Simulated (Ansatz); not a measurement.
Mulliken charges of `[CH3][GaH][SeH]` from ωB97M-V/def2-TZVPP in Ansatz (PBE0-D4/def2-TZVP geometry).

```tsv
atom	x (Å)	y (Å)	z (Å)	charge (e)
C1	-0.715	0.834	-0.427	-0.463
Ga2	0.911	-0.247	-0.250	0.316
Se3	1.020	-1.933	1.357	-0.249
H4	-0.462	1.892	-0.518	0.121
H5	-1.385	0.698	0.422	0.115
H6	-1.247	0.543	-1.337	0.118
H7	2.211	-0.117	-1.111	-0.024
H8	-0.334	-1.670	1.863	0.066
```

By hand: the dipole of these point charges (1 e Å = 4.8032 D).

Σ q r = (-0.072, 0.283, -0.241) e Å, of length 0.379 e Å = 1.82 D.

How does the dipole of the full density compare? (An estimate is asked.)

Computed: (-0.231, 0.270, -0.141) e Å, 1.84 D; the point charges give 0.99 times that, at 29° from its direction.

Point charges leave out the atoms' own dipoles, such as those of lone pairs, and Mulliken's split depends on the basis, so the two needn't agree.
